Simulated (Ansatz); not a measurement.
Ansatz (an electronic-structure program) input (HF/cc-pVQZ):

Ansatz 0.2 input:
```yaml
crystal:
  periodic: [false, false, false]
  atoms:
    - {symbol: B, position_ang: [0.02870846, -0.11065372, -0.01025067]}
    - {symbol: C, position_ang: [1.53436512, -0.34301877, -0.18008595]}
    - {symbol: C, position_ang: [-1.16889662, -1.06564089, 0.04959143]}
    - {symbol: O, position_ang: [-0.34550205, 1.33170113, 0.12336529]}
    - {symbol: H, position_ang: [1.73389199, -0.49694369, -1.24986466]}
    - {symbol: H, position_ang: [1.84163127, -1.26902888, 0.31013411]}
    - {symbol: H, position_ang: [2.18723228, 0.46433532, 0.15828750]}
    - {symbol: H, position_ang: [-2.14456639, -0.62878651, -0.17352182]}
    - {symbol: H, position_ang: [-1.01301575, -1.92478203, -0.60600035]}
    - {symbol: H, position_ang: [-1.22142631, -1.47830112, 1.06688318]}
    - {symbol: H, position_ang: [-1.26741515, 1.63491068, 0.20149100]}
    - {symbol: H, position_ang: [0.31133120, 2.05021380, 0.13988923]}
basis:
  gaussian:
    orbitals: cc-pVQZ
hamiltonian:
  xc: hf
total_charge: 1
```

End of the output:

```
integrals: 0.48 GiB planned
1419 factors; their error is unknown
mean field: 3.17 GiB planned
mean field evaluation 1: about -4886.5429 eV, gradient 5.6e1 eV
mean field evaluation 2: about -4891.8840 eV, gradient 2.6e1 eV
mean field evaluation 4: about -4893.0960 eV, gradient 1.5e0 eV
mean field evaluation 8: about -4893.1023 eV, gradient 3.7e-2 eV
mean field -4893.10744259 eV, -179.8183818479 hartree, gradient 1.9e-5 eV, S^2 0.000000; 0 other end points of the search recorded, 0 dependent functions left out
reference -4893.10744259 eV, -179.8183818479 hartree; 16, 16 occupied and 444, 444 virtual orbitals, 1419 factors
Total energy: -4893.10744259 eV, -179.8183818479 hartree
```

It need not be the lowest isomer of its formula.
